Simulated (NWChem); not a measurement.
All runs are NWChem calculations. System: Cl₂Si, charge 0, spin multiplicity 1, at a geometry optimised with PBE/def2-SVP. The structure started from a generated list of species. Level: EOM-CCSD/aug-cc-pVDZ, 15 core orbitals frozen.

The NWChem input:

```
start mol
memory heap 100 mb stack 700 mb global 1900 mb
geometry units angstroms nocenter noautoz
  Si     0.000000     0.000000    -0.941655
  Cl    -1.640110     0.000000     0.387740
  Cl     1.640110     0.000000     0.387740
  symmetry group C2v
end
basis spherical
  * library aug-cc-pvdz
end
scf
  rhf
  nopen 0
  maxiter 100
  thresh 1e-7
  semidirect memsize 60000000 filesize 0
end
tce
  freeze core 15
  ccsd
  nroots 1
  2eorb
  2emet 13
  thresh 1e-5
  maxiter 200
  tilesize 24
  dipole
end
task tce energy
```

NWChem printed:

```
             Northwest Computational Chemistry Package (NWChem) 7.3.0
             --------------------------------------------------------

                                NWChem Input Module
                                -------------------

 Scaling coordinates for geometry "geometry" by  1.889725989
 (inverse scale =  0.529177249)

 Turning off AUTOSYM since
 SYMMETRY directive was detected!

                             Geometry "geometry" -> ""
                             -------------------------

 Output coordinates in angstroms (scale by  1.889725989 to convert to a.u.)

  No.       Tag          Charge          X              Y              Z
 ---- ---------------- ---------- -------------- -------------- --------------
    1 Si                  14.0000     0.00000000     0.00000000    -0.94165500
    2 Cl                  17.0000    -1.64011000     0.00000000     0.38774000
    3 Cl                  17.0000     1.64011000     0.00000000     0.38774000

 Effective nuclear repulsion energy (a.u.)     165.9319146690

            Nuclear Dipole moment (a.u.)
            ----------------------------
        X                 Y               Z
 ---------------- ---------------- ----------------
     0.0000000000     0.0000000000    -0.0000188973

      Symmetry information
      --------------------

 Group name             C2v
 Group number             16
 Group order               4
 No. of unique centers     2

      Symmetry unique atoms

     1    2


 Summary of "ao basis" -> "" (spherical)
 ------------------------------------------------------------------------------
       Tag                 Description            Shells   Functions and Types
 ---------------- ------------------------------  ------  ---------------------
 *                        aug-cc-pvdz                 on all atoms

 Summary of "ao basis" -> "ao basis" (spherical)
 ------------------------------------------------------------------------------
       Tag                 Description            Shells   Functions and Types
 ---------------- ------------------------------  ------  ---------------------
[...]
 Iteration   8 using    8 trial vectors
   0.0013373346665   0.1454195018626    3.95707     0.4     0.4

 Iteration   9 using    9 trial vectors
   0.0007168863236   0.1454251503861    3.95722     0.4     0.4

 Iteration  10 using   10 trial vectors
   0.0003317330690   0.1454219468953    3.95713     0.6     0.6

 Iteration  11 using   11 trial vectors
   0.0001341661464   0.1454224955405    3.95715     0.4     0.4

 Iteration  12 using   12 trial vectors
   0.0000526260765   0.1454215349703    3.95712     0.5     0.5

 Iteration  13 using   13 trial vectors
   0.0000213106000   0.1454213626872    3.95712     0.4     0.4

 Iteration  14 using   14 trial vectors
   0.0000099254159   0.1454213577343    3.95712     0.3     0.3
 --------------------------------------------------------------
 Iterations converged
 ------------------

 Excited state root  1
 Excitation energy / hartree =        0.145421357734290
                   / eV      =        3.957118166707568
 largest EOMCCSD amplitudes: R1 and R2

 Singles contributions
    25b2  (alpha) ---    24a1  (alpha)       -0.8802108408
    29b2  (alpha) ---    24a1  (alpha)        0.2486060294

 Doubles contributions

 No. of initial left vectors    1

 EOM-CCSD left-hand side iterations
 --------------------------------------------------------------
      Residuum       Omega / hartree  Omega / eV    Cpu    Wall
 --------------------------------------------------------------

 Iteration   1 using    1 trial vectors
   0.4585886790395   0.2451424707194    6.67067     0.9     0.9

 Iteration   2 using    2 trial vectors
   0.1120419717776   0.1610282591445    4.38180     1.0     1.0

 Iteration   3 using    3 trial vectors
   0.0589203906552   0.1503444012795    4.09108     1.0     1.0

 Iteration   4 using    4 trial vectors
   0.0274514719314   0.1464556410529    3.98526     1.0     1.0

 Iteration   5 using    5 trial vectors
   0.0110035544012   0.1455523624623    3.96068     1.0     1.0

 Iteration   6 using    6 trial vectors
   0.0042355489764   0.1454584669283    3.95813     0.9     0.9

 Iteration   7 using    7 trial vectors
   0.0020061480243   0.1454080864399    3.95676     1.0     1.0

 Iteration   8 using    8 trial vectors
   0.0013389104321   0.1454148365047    3.95694     0.8     0.8

 Iteration   9 using    9 trial vectors
   0.0007097286480   0.1454234713436    3.95718     1.0     1.0

 Iteration  10 using   10 trial vectors
   0.0003360929287   0.1454198398005    3.95708     0.9     0.9

 Iteration  11 using   11 trial vectors
   0.0001351363602   0.1454220632521    3.95714     0.8     0.8

 Iteration  12 using   12 trial vectors
   0.0000530525155   0.1454213555022    3.95712     1.0     1.0

 Iteration  13 using   13 trial vectors
   0.0000214432552   0.1454213196926    3.95712     1.1     1.1

 Iteration  14 using   14 trial vectors
   0.0000099732953   0.1454214197618    3.95712     1.1     1.1
 --------------------------------------------------------------
 Iterations converged

 Excited state root  1
 Excitation energy / hartree =        0.145421357734290
                   / eV      =        3.957118166707568

 EOM-CCSD transition moments / hartree
 --------------------------------------------
 X    0.0000000 Y    0.5788456 Z    0.0000000
 Oscillator Strength                0.0324835
 --------------------------------------------

 EOM-CCSD dipole moments / hartree & Debye
 ------------------------------------
   X        -0.0000000     -0.0000000
   Y         0.0000000      0.0000000
   Z         0.2832324      0.7199103
 Total       0.2832324      0.7199103
 ------------------------------------

 Singles contributions
    25b2  (alpha) ---    24a1  (alpha)       -0.8802108408
    29b2  (alpha) ---    24a1  (alpha)        0.2486060294

 Doubles contributions

 Task  times  cpu:      150.2s     wall:      150.2s

 Total times  cpu:      150.2s     wall:      150.2s
```
